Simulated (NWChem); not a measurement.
System meant: KF anion, doublet; SMILES of the neutral closed-shell parent [F][K]

NWChem input:

```
start job
memory heap 200 mb stack 900 mb global 1100 mb
charge -1
geometry units angstroms noautoz
  K      0.000000     0.000000    -0.798885
  F      0.000000     0.000000     1.524940
end
basis spherical
  * library def2-svp
end
dft
  odft
  mult 3
  xc b3lyp
  iterations 150
  mulliken
end
task dft energy
```

End of the output:

```
 Summary of "ao basis" -> "" (spherical)
 ------------------------------------------------------------------------------
       Tag                 Description            Shells   Functions and Types
 ---------------- ------------------------------  ------  ---------------------
 *                          def2-svp                  on all atoms

                                 NWChem DFT Module
                                 -----------------

 Summary of "ao basis" -> "ao basis" (spherical)
 ------------------------------------------------------------------------------
       Tag                 Description            Shells   Functions and Types
 ---------------- ------------------------------  ------  ---------------------
 K                          def2-svp                10       24   5s3p2d
 F                          def2-svp                 6       14   3s2p1d

 Summary of "ao basis" -> "ao basis" (spherical)
 ------------------------------------------------------------------------------
       Tag                 Description            Shells   Functions and Types
 ---------------- ------------------------------  ------  ---------------------
 K                          def2-svp                10       24   5s3p2d
 F                          def2-svp                 6       14   3s2p1d

      Symmetry analysis of basis
      --------------------------

        a1         16
        a2          0
        b1          3
        b2          3
        e          16

  number of electrons :                   29
  multiplicity        :                    3
 ------------------------------------------------------------------------
  no. of electrons and multiplicity not compatible                  29
 ------------------------------------------------------------------------
 ------------------------------------------------------------------------
  current input line :
    18: task dft energy
 ------------------------------------------------------------------------
 ------------------------------------------------------------------------
 There is an error in the input file
 ------------------------------------------------------------------------
 For more information see the NWChem manual at https://nwchemgit.github.io

0: no. of electrons and multiplicity not compatible:Received an Error in Communication
```

Question: Find the fault in this run and fix the input.

Answer: The program refused the input. Cause: the multiplicity doesn't fit the number of electrons (an even count wants an odd multiplicity, and the reverse). This input runs:
```
start job
memory heap 200 mb stack 900 mb global 1100 mb
charge -1
geometry units angstroms noautoz
  K      0.000000     0.000000    -0.798885
  F      0.000000     0.000000     1.524940
end
basis spherical
  * library def2-svp
end
dft
  odft
  mult 2
  xc b3lyp
  iterations 150
  mulliken
end
task dft energy
```
It converges to -699.66197 Ha (B3LYP/def2-SVP, spin-unrestricted).
